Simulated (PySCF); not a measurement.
Molecule: `COC(=S)CC(C)=S`, C5H8OS2.

Geometry (Å), atoms numbered from 1 in this order:
```xyz
16

C     2.8167    0.3943    0.2963
O     1.5017    0.8289    0.5843
C     0.5341    0.4839   -0.2413
S     0.7431   -0.3805   -1.6078
C    -0.8227    0.9341    0.2400
C    -1.4671   -0.2415    0.9296
C    -2.2018   -1.1835    0.0537
S    -1.2917   -0.4615    2.5268
H     3.4452    0.7743    1.0978
H     2.8583   -0.6972    0.2621
H     3.1462    0.7873   -0.6690
H    -0.6822    1.7537    0.9452
H    -1.4232    1.2486   -0.6137
H    -3.0909   -0.6981   -0.3517
H    -1.5729   -1.4598   -0.7959
H    -2.5003   -2.0741    0.5997
```

Frames of a GFN2-xTB Langevin trajectory at 600 K; GIAO PBE0/pcSseg-1 shieldings in PySCF, gas phase, non-relativistic; equivalent atoms averaged within each frame.

Shifts are taken against calculated references (same method and geometry level): TMS for $^{13}$C (186.93 ppm), $^{1}$H (31.72 ppm); $^{17}$O (336.08 ppm) vs H2O; $^{33}$S (503.73 ppm) vs CS2. The references are static minima.

Question: How do the shifts (ppm) fluctuate along the trajectory?

Answer: 
```csv
time (fs),C6,C3,C5,C1,C7,O2,S8,S4,H12/H13,H9/H10/H11
250,281.6,232.7,85.8,62.7,46.8,257.4,1078,432,4.93,4.57
425,262.9,235.5,82.4,55.6,43.1,262.5,1106,452,4.43,4.66
625,285.3,230.5,81.9,57.5,34.2,279.2,1275,490,5.55,3.61
800,276.3,250.9,85.8,67.6,43.6,274.2,927,569,5.06,5.53
1000,294.6,234.4,72.4,57.3,53.2,266.8,1227,580,4.85,4.75
mean of frames,280.2,236.8,81.6,60.1,44.2,268.0,1123,505,4.96,4.62
standard deviation,11.7,8.1,5.5,5.0,6.9,8.8,137,67,0.41,0.68
```

5 frames give an uncertainty of the mean of about the standard deviation over 2.2 at best, since frames this close in time may not be independent; classical motion lacks zero-point vibration, and the reference would need the same averaging.
